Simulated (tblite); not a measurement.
Species: C₆H₁₁O₂ (doublet state).
Atom-mapped SMILES: `[CH3:1][CH2:2][C@@H:3]([CH3:4])[CH:5][O:6][CH:7]=[O:8]` (hydrogens: H9, H10, H11 on C1; H12, H13 on C2; H14 on C3; H15, H16, H17 on C4; H18 on C5; H19 on C7)

Structure optimised with GFN2-xTB, isolated species. This method treats the open shell by occupation alone, without spin polarisation.

Question: List the bond lengths, angles and torsions at this level.

Answer: 
| bond | length (Å) | order |
| --- | --- | --- |
| C1–C2 | 1.523 | single |
| C2–C3 | 1.542 | single |
| C3–C4 | 1.537 | single |
| C3–C5 | 1.478 | single |
| C5–O6 | 1.344 | single |
| O6–C7 | 1.337 | single |
| C7=O8 | 1.205 | double |
| C1–H9, C1–H10, C1–H11 | 1.088 | single |
| C2–H12 | 1.091 | single |
| C2–H13 | 1.091 | single |
| C3–H14 | 1.094 | single |
| C4–H15, C4–H16, C4–H17 | 1.087 | single |
| C5–H18 | 1.079 | single |
| C7–H19 | 1.098 | single |

Bonds in one row agree within 0.01 Å and their mean is given. Orders are formal, as drawn. A selection of angles:
| angle | degrees |
| --- | --- |
| C1–C2–C3 | 111.9 |
| C2–C3–C4 | 109.9 |
| C2–C3–C5 | 110.8 |
| C4–C3–C5 | 110.2 |
| C3–C5–O6 | 119.0 |
| C5–O6–C7 | 120.5 |
| O6–C7–O8 | 125.9 |

Dihedral angles: C1–C2–C3–C4 175° (antiperiplanar); C2–C3–C5–O6 119° (anticlinal); C3–C5–O6–C7 179° (antiperiplanar); C5–O6–C7–O8 0° (synperiplanar).

C5 (carbon bonded to C, O and H) is planar (angles 122.9°, 119.0° and 118.1°, sum 360.0°, 0.01 Å off the plane of its three neighbours). O6 (oxygen bonded to 2 C) is bent (angle 120.5°). The C–C distances run from 1.478 Å (C3–C5, drawn single) to 1.542 Å (C2–C3, drawn single), a spread of 0.064 Å. The C–O distances run from 1.205 Å (C7=O8, drawn double) to 1.344 Å (C5–O6, drawn single), a spread of 0.139 Å. Of the pairs four or more bonds apart, O8···H18 is among the closest relative to their van der Waals radii: 2.43 Å, 89 % of the sum of Bondi's values. C7 (carbon bonded to 2 O and H) is planar (angles 125.9°, 125.4° and 108.7°, sum 360.0°, 0.00 Å off the plane of its three neighbours).

Point group: C1 (no symmetry element, even within 0.4 Å). Its GFN2-xTB frequencies are all real (lowest 33 cm⁻¹). 3 starts were optimised and ended at 0.00, 0.01 and 3.88 kcal/mol (GFN2-xTB); the lowest of these is shown.

One conformer stands for the species.

All values are computed, not measured.
